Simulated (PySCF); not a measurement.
Ga(Me)2 (C2H6Ga), SMILES [CH3][Ga+][CH3], charge +1.

Coordinates come from a ωB97X-D3(BJ)/def2-SVP optimisation. The multiplicity is an assumed one; other spin states were not compared. The isomer is the one that the SMILES or the coordinates give; other isomers of the formula were not compared.

Calculation: TDA-ωB97X/def2-SVPD (PySCF).

Vertical excitations; the highest root listed may be one member of a degenerate set. Gas-phase values at a fixed geometry. State labels are in the subgroup C2.

```json
[
 {"state": "S1", "symmetry": "B", "energy (eV)": "6.24", "λ (nm)": "199", "f": "0.000", "main pairs": "HOMO→LUMO (degenerate set)"},
 {"state": "S2", "symmetry": "A", "energy (eV)": "6.24", "λ (nm)": "199", "f": "0.000", "main pairs": "HOMO→LUMO+1 (degenerate set)"},
 {"state": "S3", "symmetry": "B", "energy (eV)": "8.34", "λ (nm)": "149", "f": "0.434", "main pairs": "HOMO→LUMO+2 78 %"},
 {"state": "S4", "symmetry": "A", "energy (eV)": "9.12", "λ (nm)": "136", "f": "0.000", "main pairs": "HOMO−2→LUMO 49 %, HOMO−1→LUMO+1 49 %"},
 {"state": "S5", "symmetry": "B", "energy (eV)": "9.18", "λ (nm)": "135", "f": "0.001", "main pairs": "HOMO−2→LUMO+1, HOMO−1→LUMO (degenerate set)"},
 {"state": "S6", "symmetry": "A", "energy (eV)": "9.18", "λ (nm)": "135", "f": "0.001", "main pairs": "HOMO−1→LUMO+1, HOMO−2→LUMO (degenerate set)"},
 {"state": "S7", "symmetry": "B", "energy (eV)": "9.34", "λ (nm)": "133", "f": "0.000", "main pairs": "HOMO−4→LUMO 49 %, HOMO−3→LUMO+1 49 %"},
 {"state": "S8", "symmetry": "A", "energy (eV)": "9.43", "λ (nm)": "131", "f": "0.000", "main pairs": "HOMO−4→LUMO+1, HOMO−3→LUMO (degenerate set)"},
 {"state": "S9", "symmetry": "B", "energy (eV)": "9.43", "λ (nm)": "131", "f": "0.000", "main pairs": "HOMO−3→LUMO+1, HOMO−4→LUMO (degenerate set)"},
 {"state": "S10", "symmetry": "A", "energy (eV)": "9.76", "λ (nm)": "127", "f": "0.000", "main pairs": "HOMO−3→LUMO 37 %, HOMO−4→LUMO+1 37 %, HOMO−5→LUMO+2 20 %"},
 {"state": "T1", "symmetry": "B", "energy (eV)": "5.85", "λ (nm)": "212", "f": "0", "main pairs": "HOMO→LUMO (degenerate set)"},
 {"state": "T2", "symmetry": "A", "energy (eV)": "5.85", "λ (nm)": "212", "f": "0", "main pairs": "HOMO→LUMO+1 (degenerate set)"},
 {"state": "T3", "symmetry": "B", "energy (eV)": "6.51", "λ (nm)": "190", "f": "0", "main pairs": "HOMO→LUMO+2 88 %"},
 {"state": "T4", "symmetry": "A", "energy (eV)": "8.74", "λ (nm)": "142", "f": "0", "main pairs": "HOMO−5→LUMO 92 %"}
]
```
Triplets are in the Tamm–Dancoff approximation.
